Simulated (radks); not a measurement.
Results of a calculation; reference values are marked as such.
Problem. Ba4+, configuration [Kr] 4d10 5s2 5p4. Code: a radial shooting solver on a logarithmic mesh with Libxc functionals. Model: scalar-relativistic Kohn-Sham, PBEsol, spin-polarised, spherical densities, finite nucleus; open shells are filled with parallel spins first (spin-orbit coupling, left out, can overturn this in heavy ions); Fermi nuclear charge, rms radius 4.8378 fm. Some entries of the table are withheld. Estimate them.

orbital  occ.  eigenvalue (eV)  <r^2> (bohr^2)  <1/r> (bohr^-1)
1s up       1        -37279.83       0.0008891            60.67
1s down     1        -37279.70       0.0008891            60.67
2s up       1        -5926.917         0.01422            13.95
2s down     1        -5926.848         0.01422            13.95
2p up       3        -5320.131         0.01130            13.27
2p down     3        -5320.020         0.01130            13.27
3s up       1        -1282.597         0.09750            5.041
3s down     1        -1282.485         0.09749            5.041
3p up       3        -1088.033         0.09753            4.783
3p down     3        -1087.907         0.09752            4.783
3d up       5        -805.1472         0.08391            4.534
3d down     5        -805.0264         0.08390            4.534
4s up       1        -283.4094          0.5120            2.086
4s down     1        -283.1676          0.5117            2.086
4p up       3        -220.5690          0.5814              (1)
4p down     3        -220.3137          0.5805              (2)
4d up       5              (3)          0.7398            1.658
4d down     5              (4)          0.7351            1.662
5s up       1         -71.1431           2.767           0.8383
5s down     1         -69.2851           2.759           0.8426
5p up       3         -54.8585           3.517              (5)
5p down     1         -52.9305           3.545              (6)

Solution. 
(1) 4p up <1/r> (bohr^-1): 1.922
(2) 4p down <1/r> (bohr^-1): 1.922
(3) 4d up eigenvalue (eV): -129.2795
(4) 4d down eigenvalue (eV): -128.9256
(5) 5p up <1/r> (bohr^-1): 0.7359
(6) 5p down <1/r> (bohr^-1): 0.7355
